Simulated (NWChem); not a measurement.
All runs are NWChem calculations. System: Br (-1), charge -1, spin multiplicity 1. Level: G0W0@PBE0/def2-TZVPD, RI basis def2-tzvpd-rifit.

NWChem printed:

```
             Northwest Computational Chemistry Package (NWChem) 7.3.0
             --------------------------------------------------------

                                NWChem Input Module
                                -------------------

 Scaling coordinates for geometry "geometry" by  1.889725989
 (inverse scale =  0.529177249)

                             Geometry "geometry" -> ""
                             -------------------------

 Output coordinates in angstroms (scale by  1.889725989 to convert to a.u.)

  No.       Tag          Charge          X              Y              Z
 ---- ---------------- ---------- -------------- -------------- --------------
    1 Br                  35.0000     0.00000000     0.00000000     0.00000000

 Effective nuclear repulsion energy (a.u.)       0.0000000000

            Nuclear Dipole moment (a.u.)
            ----------------------------
        X                 Y               Z
 ---------------- ---------------- ----------------
     0.0000000000     0.0000000000     0.0000000000

      Symmetry information
      --------------------

 Group name             D2h
 Group number             26
 Group order               8
 No. of unique centers     1

      Symmetry unique atoms

     1


 Summary of "ao basis" -> "" (spherical)
 ------------------------------------------------------------------------------
       Tag                 Description            Shells   Functions and Types
 ---------------- ------------------------------  ------  ---------------------
 *                         def2-tzvpd                 on all atoms

 new library libraries.bse/

 Summary of "ri basis" -> "" (spherical)
 ------------------------------------------------------------------------------
       Tag                 Description            Shells   Functions and Types
 ---------------- ------------------------------  ------  ---------------------
 *                      def2-tzvpd-rifit              on all atoms

                                 NWChem DFT Module
                                 -----------------

 Summary of "ao basis" -> "ao basis" (spherical)
 ------------------------------------------------------------------------------
       Tag                 Description            Shells   Functions and Types
 ---------------- ------------------------------  ------  ---------------------
 Br                        def2-tzvpd               19       57   7s6p5d1f
[...]
   Bfn.  Coefficient  Atom+Function         Bfn.  Coefficient  Atom+Function
  ----- ------------  ---------------      ----- ------------  ---------------
    18      0.479237  1 Br py                21      0.352297  1 Br py
    12     -0.339292  1 Br py                15      0.304653  1 Br py
     9      0.103529  1 Br py                24      0.091527  1 Br py

 Vector   19  Occ=0.000000D+00  E= 1.856406D-01  Symmetry=b1u
              MO Center=  1.0D-32,  4.3D-34,  9.0D-25, r^2= 1.5D+01
   Bfn.  Coefficient  Atom+Function         Bfn.  Coefficient  Atom+Function
  ----- ------------  ---------------      ----- ------------  ---------------
    25      1.244892  1 Br pz                22     -0.587203  1 Br pz
    16     -0.141530  1 Br pz                13      0.105119  1 Br pz
    10     -0.031422  1 Br pz

 Vector   20  Occ=0.000000D+00  E= 1.856406D-01  Symmetry=b2u
              MO Center=  5.6D-32,  3.7D-26,  2.0D-32, r^2= 1.5D+01
   Bfn.  Coefficient  Atom+Function         Bfn.  Coefficient  Atom+Function
  ----- ------------  ---------------      ----- ------------  ---------------
    24      1.244892  1 Br py                21     -0.587203  1 Br py
    15     -0.141530  1 Br py                12      0.105119  1 Br py
     9     -0.031422  1 Br py

 Vector   21  Occ=0.000000D+00  E= 1.856406D-01  Symmetry=b3u
              MO Center= -7.6D-26,  7.2D-33,  4.5D-35, r^2= 1.5D+01
   Bfn.  Coefficient  Atom+Function         Bfn.  Coefficient  Atom+Function
  ----- ------------  ---------------      ----- ------------  ---------------
    23      1.244892  1 Br px                20     -0.587203  1 Br px
    14     -0.141530  1 Br px                11      0.105119  1 Br px
     8     -0.031422  1 Br px

 Task  times  cpu:        5.9s     wall:        5.9s

                                NWChem Input Module
                                -------------------

                                 NWChem GW Module
                                 ----------------

                             ***********************
                             ***        GW       ***
                             ***********************

 Summary of "ri basis" -> "ri basis" (spherical)
 ------------------------------------------------------------------------------
       Tag                 Description            Shells   Functions and Types
 ---------------- ------------------------------  ------  ---------------------
 Br                     def2-tzvpd-rifit            41      175   11s10p9d6f4g1h

                 Memory Information
                 ------------------
          Available GA per process is          1700.0 MBs
          Available stack per process is        700.0 MBs
          Available heap per process is           0.0 MBs

          Peak memory in Initialization
              Peak GA per process is                  1.7 MBs
              Peak stack per process is               0.0 MBs
              Peak heap per process is                2.0 MBs
              Memory not in MA per process            0.0 MBs

          Peak memory in AFF Calculation
              Peak GA per process is                  6.2 MBs
              Peak stack per process is               3.8 MBs
              Peak heap per process is                0.0 MBs
              Memory not in MA per process            3.8 MBs

          Computing 2-center integrals
          Computing Inverse Cholesky factor
          Computing 3-center integrals
          Computing V_xc ...

          Computing Sigma_x
          Computing RPA polarizability
          Solving quasiparticle equations

                  Alpha Orbitals
          State     Energy (eV)     Error (eV)
          -----------------------------------
@GW        15        -14.589           0.004
@GW        16         -2.716           0.004
@GW        17         -2.716           0.004
@GW        18         -2.717           0.004
@GW        19          6.013           0.002
@GW        20          6.013           0.002

   Applying  -1.6680 eV scissor-shift to rest of particle states

   Applying   0.9613 eV scissor-shift to rest of hole states

     GW Timing Statistics
   ------------------------
   Init.   :          0.1s
     ERIs  :          0.2s
     Distr.:          0.0s
     Vxc   :          0.6s
   Sigma_x :          0.0s
   RPA     :          0.1s
   Wmn     :          0.0s
   Sigma_c :          0.0s
   GW total:          1.1s

 Task  times  cpu:        1.1s     wall:        1.1s

 Total times  cpu:        7.0s     wall:        7.0s
```

Write an NWChem input that would produce this output.

One answer among several that fit: 
```
start mol
memory heap 200 mb stack 700 mb global 1700 mb
charge -1
geometry units angstroms nocenter noautoz
  Br     0.000000     0.000000     0.000000
  symmetry group D2h
end
basis spherical
  * library def2-tzvpd
end
basis "ri basis" bse spherical
  * library def2-tzvpd-rifit
end
dft
  xc pbe0
  iterations 100
  direct
  tolerances tight
end
task dft energy
gw
  states alpha occ 4 vir 2
end
task dft gw
```
